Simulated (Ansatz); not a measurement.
`C#C[NH][SnH3]`. The species carries charge 0 and has multiplicity 1. Sn takes the def2 core potential. All single points use the PBE0-D4/def2-TZVP geometry.

```xyz
9

C     0.468   -2.203   -0.908
C    -0.073   -1.132   -0.790
N    -0.603    0.081   -0.633
Sn    0.090    1.331    0.830
H     0.935   -3.148   -1.037
H    -1.557    0.175   -0.947
H     1.706    1.668    0.427
H    -0.930    2.691    0.724
H    -0.036    0.538    2.334
```

What is the dipole moment at B3LYP/def2-TZVPP? (Estimate.)

The calculation gave: 2.30 D, with components (-0.78, 1.88, 1.06) D in this frame, pointing from negative to positive charge.

And with PBE, r2SCAN, ωB97M-V? (An estimate is asked.)

Computed: PBE 2.28 D, r2SCAN 2.35 D, ωB97M-V 2.34 D.

Give the Mulliken charges with B3LYP, ωB97M-V, PBE in def2-TZVPP. (Best estimate.)

The calculation gave: 
```
atom  B3LYP  ωB97M-V    PBE
  C1  -0.28    -0.29  -0.33
  C2  -0.07    -0.01  -0.01
  N3  -0.45    -0.47  -0.38
 Sn4   0.71     0.60   0.64
  H5   0.26     0.25   0.21
  H6   0.16     0.14   0.17
  H7  -0.11    -0.07  -0.09
  H8  -0.12    -0.08  -0.11
  H9  -0.11    -0.07  -0.10
```

B3LYP here is the variant with VWN-RPA as its local correlation; programs differ in this.
